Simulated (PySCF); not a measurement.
Zn(SH)(GeH3) (GeH4SZn), SMILES [SH][Zn][GeH3]. Heavy atoms are numbered as in [Zn:1]([SH:2])[GeH3:4]. Hydrogens are named by the atom that carries them.

Geometry optimised at PBE-D3(BJ)/def2-SVP. The values are those of a single conformer.

Calculation: PySCF with KT2/pcSseg-1.

GIAO shieldings, no solvent; atoms alike by connectivity are averaged. δ = σ(ref) − σ: ³³S against H2S (σ = 723.0 ppm); ¹H against TMS (σ = 31.47 ppm); ⁷³Ge against GeH4 (σ = 1669.3 ppm), references at their B3LYP-D3(BJ)/def2-TZVP geometries, non-relativistic.

```json
[
 {"atoms": "S2 (SH)", "nucleus": "³³S", "count": "1", "δ (ppm)": "?"},
 {"atoms": "H on Ge4", "nucleus": "¹H", "count": "3", "δ (ppm)": "3.73"},
 {"atoms": "H on S2", "nucleus": "¹H", "count": "1", "δ (ppm)": "0.50"},
 {"atoms": "Ge4 (GeH3)", "nucleus": "⁷³Ge", "count": "1", "δ (ppm)": "?"}
]
```

Q: What belongs in the gaps? (An estimate is asked for; the answer gives what the named calculation found.)

A: 
- S2 (SH), δ (ppm): 27.0
- Ge4 (GeH3), δ (ppm): -73.6
